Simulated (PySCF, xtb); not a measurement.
C5H6BN, SMILES C#CC1=CCB1N.

xtb with GFN2-xTB at its own geometry gives an orbital gap of 3.52 eV and a dipole moment of 2.46 D.

Geometry: B3LYP-D3(BJ)/def2-SVP. The structure was generated by enumeration, and PubChem lists no compound with its InChIKey, so it may never have been made. The values are those of a single conformer.

### Question
What does PySCF with ωB97X/def2-TZVP give? (An estimate is asked for; the answer gives what the named calculation found.)

### Answer
gap 10.09 eV (levels -8.92 and 1.17 eV), dipole 1.77 D.
